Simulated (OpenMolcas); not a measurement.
Tb2+ in a point-charge field

Tb2+ among 8 point charges of -1 e arranged as a cube (Oh), 2.29 Å from the ion.

| Item | Value |
| --- | --- |
| Program | OpenMolcas 26.06 |
| Method | CASSCF |
| Basis | ANO-RCC-VDZP [7s6p4d2f1g] |
| Scalar Hamiltonian | DKH2, point nucleus |
| Active space | 9 electrons in 7 orbitals (4f) |
| State averaging | 2S+1 = 6 odd, 21 roots; 2S+1 = 4 odd, 128 roots kept (CI in the orbitals of an earlier block, 108 in the spin-orbit step); 2S+1 = 2 odd, 125 roots kept (CI in the orbitals of an earlier block, 39 in the spin-orbit step) |
| Spin-orbit coupling | RASSI with atomic mean-field integrals over the reference wave functions |

The lowest spin-free states (labels of O, the rotations of Oh), above the lowest:

```json
{"State": "6T1", "Degeneracy": "3", "E (cm-1)": "0.0", "Free-ion L (%)": "H (100)"}
{"State": "6E", "Degeneracy": "2", "E (cm-1)": "26.1", "Free-ion L (%)": "H (100)"}
{"State": "6T1", "Degeneracy": "3", "E (cm-1)": "357.4", "Free-ion L (%)": "H (100)"}
{"State": "6T2", "Degeneracy": "3", "E (cm-1)": "393.1", "Free-ion L (%)": "H (100)"}
{"State": "6A2", "Degeneracy": "1", "E (cm-1)": "6821", "Free-ion L (%)": "F (100)"}
{"State": "6T2", "Degeneracy": "3", "E (cm-1)": "7069", "Free-ion L (%)": "F (100)"}
{"State": "6T1", "Degeneracy": "3", "E (cm-1)": "7168", "Free-ion L (%)": "F (100)"}
{"State": "4A1", "Degeneracy": "1", "E (cm-1)": "22684", "Free-ion L (%)": "I (96)"}
{"State": "4A2", "Degeneracy": "1", "E (cm-1)": "22690", "Free-ion L (%)": "F (53)"}
{"State": "4T1", "Degeneracy": "3", "E (cm-1)": "22719", "Free-ion L (%)": "I (92)"}
{"State": "4T2", "Degeneracy": "3", "E (cm-1)": "22740", "Free-ion L (%)": "I (80)"}
{"State": "4T2", "Degeneracy": "3", "E (cm-1)": "22918", "Free-ion L (%)": "I (74)"}
{"State": "4E", "Degeneracy": "2", "E (cm-1)": "23001", "Free-ion L (%)": "I (100)"}
{"State": "4A2", "Degeneracy": "1", "E (cm-1)": "23053", "Free-ion L (%)": "M (76)"}
{"State": "4T1", "Degeneracy": "3", "E (cm-1)": "23089", "Free-ion L (%)": "M (90)"}
{"State": "4T2", "Degeneracy": "3", "E (cm-1)": "23090", "Free-ion L (%)": "M (81)"}
{"State": "4A2", "Degeneracy": "1", "E (cm-1)": "23131", "Free-ion L (%)": "I (60)"}
{"State": "4A1", "Degeneracy": "1", "E (cm-1)": "23135", "Free-ion L (%)": "M (98)"}
{"State": "4T2", "Degeneracy": "3", "E (cm-1)": "23137", "Free-ion L (%)": "F (67)"}
{"State": "4T1", "Degeneracy": "3", "E (cm-1)": "23254", "Free-ion L (%)": "F (59)"}
```

The lowest levels with spin-orbit coupling:

| E (cm-1) | Degeneracy | Label | 2S+1 | J | |mJ| (%) | g |
| --- | --- | --- | --- | --- | --- | --- |
| 0.0 | 4 | Γ8 | 6 | 7.50 | 11/2 (44) |  |
| 61.9 | 4 | Γ8 | 6 | 7.50 | 7/2 (32) |  |
| 75.7 | 2 | Γ7 | 6 | 7.50 | 13/2 (40) | 7.55 7.55 7.55 |
| 300.2 | 2 | Γ6 | 6 | 7.50 | 1/2 (52) | 6.64 6.64 6.64 |
| 306.7 | 4 | Γ8 | 6 | 7.50 | 15/2 (33) |  |
| 2947 | 2 | Γ6 | 6 | 6.50 | 9/2 (69) | 6.45 6.45 6.45 |
| 2962 | 4 | Γ8 | 6 | 6.49 | 7/2 (37) |  |
| 2983 | 2 | Γ7 | 6 | 6.49 | 5/2 (58) | 0.94 0.94 0.94 |
| 3058 | 2 | Γ7 | 6 | 6.50 | 3/2 (57) | 1.72 1.72 1.72 |
| 3085 | 4 | Γ8 | 6 | 6.50 | 1/2 (43) |  |
| 5108 | 2 | Γ7 | 6 | 5.51 | 3/2 (46) | 4.35 4.35 4.35 |
| 5125 | 4 | Γ8 | 6 | 5.50 | 5/2 (36) |  |
| 5128 | 2 | Γ6 | 6 | 5.49 | 7/2 (73) | 4.45 4.45 4.45 |
| 5149 | 4 | Γ8 | 6 | 5.50 | 1/2 (28) |  |
| 6736 | 4 | Γ8 | 6 | 4.51 | 9/2 (31) |  |
| 6777 | 2 | Γ6 | 6 | 4.50 | 1/2 (58) | 3.71 3.71 3.71 |
| 6792 | 4 | Γ8 | 6 | 4.49 | 7/2 (47) |  |
| 8025 | 4 | Γ8 | 6 | 3.52 | 3/2 (37) |  |
| 8078 | 2 | Γ6 | 6 | 3.51 | 1/2 (58) | 1.71 1.71 1.71 |
| 8079 | 2 | Γ7 | 6 | 3.47 | 5/2 (73) | 3.02 3.02 3.02 |

Powder χT (cm3 K/mol): 9.93 at 2 K, 10.7 at 10 K, 13 at 50 K, 13.6 at 100 K, 13.9 at 200 K, 14 at 300 K. The effective moment at 300 K is 2.828 √(χT) = 10.58 μB.

Hund's rules give f9 the level 6H15/2 with g = 1.333, so an isolated free-ion multiplet has χT = g² J(J+1) / 8 = 14.167 cm3 K/mol. The computed 13.985 at 300 K differs by -1 %, through the field's splitting, the mixing of terms and any other multiplet in reach.

Stevens parameters of the J = 15/2 multiplet, which is 307 cm-1 wide (cm-1, z along the main axis): B40 = 9.453e-03, B44 = 4.726e-02, B60 = 1.088e-05, B64 = -2.284e-04.

High states are left out of the spin-orbit mixing, which shifts the levels that they would mix with. Point charges carry no covalency, so the field is a model and not that of real ligands. The first state left out of the spin-orbit step lies near 39000 cm-1 above the lowest spin-free state of the reference (among the parities and spins computed), and the lists stop at four fifths of that energy or lower. No measured value stands beside these numbers.
